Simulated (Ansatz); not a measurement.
Saddle point of Si4H11F3, closed shell (Si₄H₉F ([F][Si]([SiH3])([SiH3])[SiH3]) + HF + HF → Si₃H₆F₂ ([F][Si]([F])([SiH3])[SiH3]) + SiH₄ + HF; bonds formed: Si1–F9, Si2–H8; bonds broken: Si1–Si2, H8–F9), PBE0-D4/def2-TZVP structure:

```
18
angstrom
Si -0.1961 -0.3105 0.5474
Si 1.9721 -0.2135 -0.8813
Si -1.5486 1.4123 -0.2954
Si -0.5608 -2.3505 -0.6160
F -0.4916 -0.8776 2.0148
H -0.0131 2.1567 2.3002
F -0.7868 2.6623 2.4632
H 1.4086 0.5081 0.6187
F 1.0300 1.0577 1.6635
H 3.1407 0.7073 -0.8504
H 2.4247 -1.6234 -0.8407
H 1.1406 0.0662 -2.0772
H -1.9301 0.9297 -1.6533
H -0.8059 2.6868 -0.4233
H -2.7655 1.5427 0.5389
H 0.2632 -3.4310 -0.0142
H -0.2776 -2.2617 -2.0719
H -2.0041 -2.6617 -0.4232
```

Energies are electronic, without zero-point energy. Barriers and step energies count from the start structure reached by relaxing down the imaginary mode; all methods use the PBE0-D4 structures, on which another method's saddle can fall below an end. Ansatz 0.2.0; basis: def2-TZVPP, with def2-QZVPP for the basis limit; cores frozen in the correlated methods. B3LYP uses VWN-RPA correlation. Extrapolation: Hartree–Fock as exp(−7.88 √X), correlation as X^−2.97.

| method | barrier (kJ/mol) | step energy (kJ/mol) |
| --- | --- | --- |
| SPW92 | 98.5 | -100.4 |
| PBE-D4 | 127.5 | -104.9 |
| BLYP-D4 | 138.9 | -128.5 |
| r2SCAN-D4 | 136.8 | -125.0 |
| B97M-V | 156.1 | -127.9 |
| PBE0-D4 | 151.4 | -112.0 |
| B3LYP-D4 | ? | -132.9 |
| r2SCAN0-D4 | ? | -127.1 |
| BHLYP-D4 | 181.7 | -142.5 |
| CAM-B3LYP-D4 | 160.5 | -142.1 |
| wB97X-V | 160.9 | -133.8 |
| wB97M-V | 152.4 | -135.9 |
| B2PLYP | 164.3 | -137.9 |
| PBE-QIDH | ? | -123.6 |
| RPA on PBE | 165.5 | -137.0 |
| HF | 240.1 | -169.2 |
| MP2 | 163.3 | -133.3 |
| CCSD | 184.1 | -137.9 |
| CCSD(T) | 170.3 | -132.2 |

(1) Fill in the withheld barriers. (Judge from chemistry; the value comes from the calculation.)

T1 diagnostic: at most 0.015.

Results:

(1) By the calculation: PBE-QIDH 165.1; B3LYP-D4 156.9; r2SCAN0-D4 155.4 kJ/mol. Each is the energy of the saddle less that of the start structure, by the same method.

For comparison, the barrier by CCSD(T) at an estimated basis limit (MP2 extrapolated from triple and quadruple zeta, plus CCSD(T) − MP2 in triple zeta) is 165.9 kJ/mol.

Labels in which every atom is bracketed show which atoms are joined, not bond orders.

For scale, one of the runs: CCSD(T)/def2-TZVPP, 415 basis functions, launched by `ansatz run in.yaml --threads 4 --pin off --events-out ev --progress --plain --max-ram 66560MiB --backend cuda --devices 0, --max-vram 37GiB`. Hardware: 4 CPU threads of an AMD EPYC 7R13 and a share of one NVIDIA H100, shared host. Wall time 32 s; peak host memory 0.93 GiB.
